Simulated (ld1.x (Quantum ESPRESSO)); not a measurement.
## Reading a pseudo-wave (tungsten (W))

Columns: radius, all-electron u(r) and pseudo u(r) of the 6p shell (level -13.17 eV) of tungsten in the configuration [Xe] 4f14 5d4 6s0 6p0; LDA (PZ), scalar-relativistic, TM scheme, ld1.x (Quantum ESPRESSO) 7.5.

```
r (bohr)  all-electron  pseudo
   0.138       -0.1229  0.0024
   0.275        0.0954  0.0094
   0.413        0.1701  0.0209
   0.550        0.0128  0.0366
   0.688       -0.1679  0.0563
   0.825       -0.2779  0.0792
   0.963       -0.3076  0.1054
   1.100       -0.2742  0.1343
   1.238       -0.1992  0.1659
   1.375       -0.1022  0.2001
   1.513        0.0048  0.2374
   1.650        0.1109  0.2775
   1.788        0.2119  0.3212
   1.925        0.3027  0.3676
   2.062        0.3824  0.4158
   2.200        0.4504  0.4646
   2.338        0.5063  0.5107
   2.475        0.5501  0.5509
   2.613        0.5832  0.5832
   2.750        0.6060  0.6060
   2.888        0.6200  0.6200
   3.025        0.6259  0.6259
   3.162        0.6249  0.6249
   3.300        0.6180  0.6180
   3.438        0.6061  0.6061
   3.575        0.5902  0.5902
```

**Question.** How many radial nodes do the two functions have?

**Answer.** The all-electron 6p function has n − l − 1 = 4 (the table is too coarse to show those close to the nucleus); the pseudo-wave has 0, since the states of the same l below it are removed with the core.

**Question.** At about which radius was the pseudo-wave matched?

**Answer.** 2.75 bohr, where the columns begin to agree (steps of 0.14 bohr).

**Question.** Is the pseudo-wave norm-conserving?

**Answer.** Yes: the TM scheme keeps the norm inside the radius equal to the all-electron one, which fixes the energy derivative of the logarithmic derivative at the level.
